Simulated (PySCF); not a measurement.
Xe⁺: interval between two levels

Xe⁺ [Kr] 4d10 5s2 5p5 [2P3/2, M_J = 3/2] → Xe⁺ [Kr] 4d10 5s1 5p6 [2S1/2, M_J = 1/2], as a difference of total energies. All numbers are calculated (PySCF 2.14, the two-component X2C-1e Hamiltonian, in x2c-SVPall-2c with one added diffuse shell each of s, p type (7s9p4d, 54 functions)). Correlated levels: [Ar] 3d10 frozen; the 6 highest virtual spinors dropped. "Screened" scales the spin-orbit matrix elements by Boettger's factors to mimic the two-electron term; Breit and QED terms are absent.

| method | interval between two levels (cm⁻¹) | error (cm⁻¹) |
| --- | --- | --- |
| GHF (spin-free) | 119240 | +28363 |
| GMP2 (spin-free) | 104740 | +13864 |
| GHF (screened spin-orbit) | 122570 | +31695 |
| GMP2 (screened spin-orbit) | 108010 | +17135 |

Reference: 90874 cm⁻¹ (measured; NIST Handbook of Basic Atomic Spectroscopic Data (Sansonetti and Martin, J. Phys. Chem. Ref. Data 34, 1559 (2005))).

The spin-free rows lack the spin-orbit shift.

Errors of the correlated levels include the incompleteness of this basis and the frozen core.
